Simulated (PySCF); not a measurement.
# Correlation energy of Be⁺ (beryllium, charge +1)

[He] 2s1, 2S determinant. Computed with PySCF 2.14 in def2-QZVPPD (7s4p2d1f, 36 functions), with the non-relativistic Hamiltonian (point nucleus). Frozen: nothing; 3 electrons correlated.

```tsv
level	correlation energy (mhartree)
CCSD	-36.67
(T)	-0.01
CCSD(T)	-36.68
CCSDT	-36.68
```

Diagnostics: T1 = 0.0011, D1 = 0.0025, largest double amplitude 0.014.

Cost of the coupled-cluster step: roughly 0.2 core-seconds, for 3 correlated electrons.

This basis was not built for core-valence correlation, so the inner-shell part is incomplete.
